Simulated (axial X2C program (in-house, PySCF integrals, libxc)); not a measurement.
# Testing model relations on HgH

A bond curve at the CCSD(T) level, two-component, was computed with an axial X2C code built on PySCF integrals (basis Hg dyall-cv3z [13s14p9d6f4g], H dyall-v3z [6s2p1d] (cores contracted in-house)) for the state Ω = 1/2 (⟨Sz⟩ = 0.49, ⟨Lz⟩ = 0.01 at HF). Its fit gives Re = 1.7422 Å, ωe = 1387.0 cm⁻¹, ωexe = 84.1 cm⁻¹ and αe = 3.475e-01 cm⁻¹; the masses are 201.9706 and 1.0078 u. Two-component means X2C with spin–orbit coupling and atomic mean-field Coulomb and Gaunt terms.

Correlated methods: 13 electrons correlated (number of frozen shells: Hg 5 s, 4 p, 2 d, 1 f; H none), 219 virtual spin orbitals or spinors in MP2, 90 natural virtuals in coupled cluster.

Find the reduced mass, Be and the force constant.

From the CCSD(T) values: μ = 1.0028 u. Be = 16.8576/(μ Re²) = 5.538 cm⁻¹. k = 5.8918×10⁻⁷ μ ωe² = 1.14 mdyn/Å.

Estimate the centrifugal constant by the Kratzer relation.

D = 4Be³/ωe² = 3.53e-04 cm⁻¹.

Estimate De from a Morse curve and compare with the computed well depth of 0.415 eV to Hg + H.

De(Morse) = ωe²/(4ωexe) = 0.709 eV against 0.415 eV computed, a ratio of 1.71. The extrapolation overshoots: the well softens faster than a Morse curve, or the lowest atomic limit lies below the one to which the curve heads.

A Morse curve ties αe to the other constants (Pekeris). How well does that hold?

αe(Morse) = 6Be²/ωe × (√(ωexe/Be) − 1) = 3.844e-01 cm⁻¹; the CCSD(T) curve gives 3.475e-01 cm⁻¹, a ratio of 1.11.

Scale the constants to the deuteride (D 2.0141 u) within the Born–Oppenheimer picture.

ρ = √(μH/μD) = 0.7091; ωe = 983.6, ωexe = 42.3, Be = 2.785 cm⁻¹; the zero-point energy falls by 191 cm⁻¹.

The state is one determinant whose occupation by symmetry is held fixed; it was picked as the lowest of a PBE0 search that is not exhaustive. Dissociation energies refer to the lowest single-determinant-based atoms at the same level and basis. Coupled cluster ran in a truncated set of natural virtual spinors; the MP2 energy of the rest was added. (T) has no such correction and the atoms are truncated less, which lowers De at CCSD(T) by a hundredth of an eV or more.
